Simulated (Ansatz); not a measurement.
`C#[C][GeH]([F])[F]` + HCl → `[F][GeH]([F])[Cl]` + `C#C` at 400 K and 1 bar (ligand exchange at a Ge–C bond).

Computed with Ansatz on PBE0-D4/def2-TZVP structures; ΔE is electronic, products minus reactants. CBS: MP2 limit from def2 TZ/QZ plus the TZ coupled-cluster correction, frozen cores. This one scheme is used for every species. For Ge outer-core shells are correlated without core-valence functions, which leaves a few kJ/mol of doubt a bond. Scalar relativity is left out up to krypton.

```
             species  CCSD(T)/CBS energy (Eh)  H − E (kJ/mol)  S (J/(mol·K))
`C#[C][GeH]([F])[F]`              -2353.01589           113.0          364.1
                 HCl               -460.38127            29.6          195.4
 `[F][GeH]([F])[Cl]`              -2736.19042            61.4          338.7
               `C#C`                -77.22717            85.5          213.8
```

H − E and S are ideal-gas, rigid-rotor, harmonic terms from PBE0-D4/def2-TZVP. 1 Eh = 2625.50 kJ/mol, R = 8.31446 J/(mol·K).

By hand: ΔE, ΔH, ΔS and ΔG.

ΔE = (-2736.19042) + (-77.22717) − (-2353.01589) − (-460.38127) = -0.02043 Eh = -53.6 kJ/mol. Δ(H − E) = 61.4 + 85.5 − 113.0 − 29.6 = 4.3, so ΔH = -49.3 kJ/mol. ΔS = 338.7 + 213.8 − 364.1 − 195.4 = -7.0 J/(mol·K). ΔG = -49.3 − 400 × (-7.0)/1000 = -46.5 kJ/mol.

By hand: the equilibrium constant, and the temperature at which ΔG would vanish if ΔH and ΔS stayed fixed.

log₁₀ K = −ΔG/(RT ln 10) = 6.1. ΔG = 0 at ΔH/ΔS = 7043 K, far beyond where these terms or the molecules hold.

The number of gas molecules stays the same, so ΔS is small and ΔH decides. A doubt of 5 kJ/mol in ΔE shifts log₁₀ K by 0.7 here. These are equilibria of isolated gas molecules and say nothing of rates. Largest T1 diagnostic: 0.013 (customary marks: 0.02 for closed shells, 0.045 for open ones).
